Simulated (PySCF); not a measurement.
Molecule: SMILES C(=C(\OC)F)(/F)[S-], [C₃H₃F₂OS]-.

Bonds (- single, = double, # triple, : aromatic): C1-O2, O2-C3, C3-F4, C3=C5, C5-F6, C5-S7. C1 carries H8, H9, H10. Formal charges: S7 -1. Stereochemistry as in CO/C(F)=C(/F)[S-].

Total charge -1.

Frames of a GFN2-xTB Langevin trajectory at 300 K; GIAO PBE0/pcSseg-1 shieldings in PySCF, gas phase, non-relativistic; equivalent atoms averaged within each frame.

Shifts are taken against calculated references (same method and geometry level): TMS for 13C (σref 186.93), 1H (σref 31.72); 17O (σref 336.08) vs H2O; 19F (σref 170.95) vs CFCl3; 33S (σref 503.73) against CS2. The references are static minima.

How do the shifts (ppm) fluctuate along the trajectory?

Results:


```tsv
time (fs)	C3	C5	C1	O2	F6	F4	S7	H8/H9/H10
optimised geometry	163.6	162.0	53.1	66.9	-104.5	-138.9	-112	3.81
250	160.1	154.4	60.3	85.9	-111.3	-136.2	-145	4.26
425	165.9	168.5	78.1	84.5	-91.8	-134.1	-79	4.91
625	167.4	157.1	62.6	69.4	-118.2	-125.8	-121	3.64
800	171.6	172.6	70.7	84.8	-83.0	-114.1	-61	4.46
1000	172.3	158.1	72.9	79.1	-119.5	-109.8	-112	4.57
mean of frames	167.4	162.1	68.9	80.7	-104.8	-124.0	-104	4.37
standard deviation	4.9	7.9	7.4	6.9	16.4	11.8	34	0.47
```

5 frames give an uncertainty of the mean of about the standard deviation over 2.2 at best, since frames this close in time may not be independent; classical motion lacks zero-point vibration, and the reference would need the same averaging.
